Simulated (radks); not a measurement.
Question: Radial electron density D(r) = 4 pi r^2 rho(r) of an atom or ion with 34 electrons. Method: Dirac Kohn-Sham, relativistic LDA (MacDonald-Vosko exchange, VWN5 correlation), spin-unpolarised, spherical densities, finite nucleus; Fermi nuclear charge, rms radius of each element as measured or else 0.836 A^(1/3) + 0.57 fm; computed with a radial shooting solver on a logarithmic mesh with Libxc functionals.

r (bohr)  D(r) (e/bohr)
0.001523          10.36
0.001717          12.43
0.001936          14.86
0.002183          17.70
0.002461          20.99
0.002775          24.78
0.003129          29.09
0.003528          33.95
0.003977          39.34
0.004485          45.25
0.005097          52.02
0.005747          58.70
0.006479          65.52
0.007306          72.25
0.008237          78.60
0.009287          84.26
0.01047           88.89
0.01181           92.16
0.01331           93.86
0.01501           93.90
0.01692           92.42
0.01923           89.61
0.02169           86.57
0.02445           84.07
0.02757           83.14
0.03108           84.64
0.03505           89.03
0.03951           96.08
0.04455           104.7
0.05023           113.0
0.05664           118.8
0.06437           120.1
0.07258           115.9
0.08183           107.5
0.09226           97.59
0.104             89.98
0.1173            87.63
0.1322            91.23
0.1491            98.24
0.1681            103.7
0.1895            102.5
0.2137            92.31
0.2429            73.57
0.2739            54.18
0.3088            38.61
0.3482            29.38
0.3925            25.12
0.4426            22.36
0.499             18.43
0.5626            13.01
0.6344            7.567
0.7153            3.532
0.8129            1.200
0.9166           0.3318
1.033           0.06842
1.165           0.01021
1.314          0.001064

What is the nuclear charge?

Answer: Z = 68. The innermost maximum, from 1s, lies near gamma/Z bohr with gamma = sqrt(1 - (Z/c)^2) = 0.868, here 0.0128 bohr (found: 0.0142), and its height grows with Z. The density is that of the erbium ion Er34+ in [Ar] 3d10 4s2 4p4; the configuration itself is not fixed sharply by these data, and Z only to a few units. D(r) has 3 maxima, at r = 0.0142, 0.0623, 0.176 bohr, and minima at 0.0273, 0.115 bohr, inside which lie 2.02, 11.07 electrons.
